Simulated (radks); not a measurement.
Q: The xenon ion Xe+, configuration [Kr] 4d9 5s2 5p6 (not the ground configuration). Calculated with a radial shooting solver on a logarithmic mesh with Libxc functionals: Dirac Kohn-Sham, PBE, spin-unpolarised, spherical densities, finite nucleus; open shells fill j = l - 1/2 first; Fermi nuclear charge, rms radius 4.7859 fm. Some entries of the table are withheld. Estimate them.

| orbital | occ. | eigenvalue (Ry) | r(max) (bohr) |
|---|---|---|---|
| 1s1/2 | 2 | -2525.730 | 0.01715 |
| 2s1/2 | 2 | -394.2385 | 0.09710 |
| 2p1/2 | 2 | -370.4876 | (1) |
| 2p3/2 | 4 | -346.6292 | (2) |
| 3s1/2 | 2 | -81.80395 | 0.2791 |
| 3p1/2 | 2 | -71.93356 | 0.2656 |
| 3p3/2 | 4 | -67.39918 | 0.2764 |
| 3d3/2 | 4 | -50.03746 | 0.2241 |
| 3d5/2 | 6 | -49.07880 | 0.2272 |
| 4s1/2 | 2 | -15.83096 | (3) |
| 4p1/2 | 2 | (4) | 0.6752 |
| 4p3/2 | 4 | (5) | 0.6990 |
| 4d3/2 | 4 | -5.69788 | 0.7379 |
| 4d5/2 | 5 | -5.54629 | 0.7460 |
| 5s1/2 | 2 | -2.29168 | 1.580 |
| 5p1/2 | 2 | (6) | 1.766 |
| 5p3/2 | 4 | (7) | 1.838 |

A: 
(1) 2p1/2 r(max) (bohr): 0.07439
(2) 2p3/2 r(max) (bohr): 0.07927
(3) 4s1/2 r(max) (bohr): 0.6600
(4) 4p1/2 eigenvalue (Ry): -12.31926
(5) 4p3/2 eigenvalue (Ry): -11.40046
(6) 5p1/2 eigenvalue (Ry): -1.43215
(7) 5p3/2 eigenvalue (Ry): -1.31889
